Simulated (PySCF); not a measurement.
These are TPSSh-D3(BJ)/def2-TZVP // r2SCAN-D4/def2-SVP (PySCF 2.14.0) values and carry that method's errors. Gas-phase values, no solvent. 

Reference species: [W(Cl)6] (neutral, multiplicity 1).

| Item | Result |
|---|---|
| mean distance from the central atom to its bonded neighbours | 2.313 Å |
| coordination number | 6 |

Changed species: [W(Cl)2(F)4] (4 of 6 Cl replaced by F; the reference has 0 of 6 Cl replaced by F).

Give the shifts of the mean distance from the central atom to its bonded neighbours and coordination number.

the mean distance from the central atom to its bonded neighbours drops by 0.313 Å, to 2.000 Å; the coordination number stays essentially unchanged.
